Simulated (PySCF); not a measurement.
C4H6O2 (SMILES C=CC(=O)OC), singlet, at a GFN2-xTB geometry, atoms displaced at random by about 0.03 Å a coordinate; PySCF with PBE/6-31G, gradient.

The PySCF input:
```python
from pyscf import gto, scf, dft

mol = gto.Mole()
mol.atom = '''
    C     2.45651746   -0.40472123    0.11662132
    C     1.17311486   -0.87213980   -0.08513551
    C     0.04089247    0.08671143   -0.00192319
    O     0.16756688    1.29003229    0.29159411
    O    -1.10280373   -0.53366183   -0.20643040
    C    -2.25634834    0.27159688   -0.13659307
    H     2.61049038    0.61429218    0.35348693
    H     3.28327051   -1.14131268    0.05975532
    H     0.94735694   -1.86787705   -0.26248001
    H    -2.33429439    0.76176868    0.89920231
    H    -2.25157221    1.07046179   -0.90193573
    H    -3.14593159   -0.41749546   -0.32039537
'''
mol.basis = '6-31g'
mol.verbose = 3
mol.build()

mf = dft.RKS(mol)
mf.xc = 'pbe'
mf.kernel()
g = mf.nuc_grad_method()
g.grid_response = True
grad = g.kernel()
```

Problem. Write the output that PySCF gives for this input, abridged.

Solution. 
```
converged SCF energy = -306.002795600064
--------------- RKS gradients ---------------
         x                y                z
0 C     0.0309693207     0.0530985555     0.0110087116
1 C    -0.0377325579    -0.0597444162    -0.0130482986
2 C    -0.0637964713    -0.0010745815    -0.0128879840
3 O     0.0058714473    -0.0151700446     0.0006361118
4 O     0.0243389671     0.0359989154     0.0134392620
5 C     0.0569764520    -0.0148975876    -0.0182074119
6 H    -0.0077226931    -0.0247437797    -0.0039334390
7 H     0.0028437366    -0.0120290671    -0.0019896653
8 H     0.0081163349     0.0424083060     0.0098320372
9 H     0.0005044875     0.0096061075     0.0232527282
10 H    -0.0014229802     0.0010173591    -0.0025688509
11 H    -0.0189460434    -0.0144697669    -0.0055332012
----------------------------------------------
```
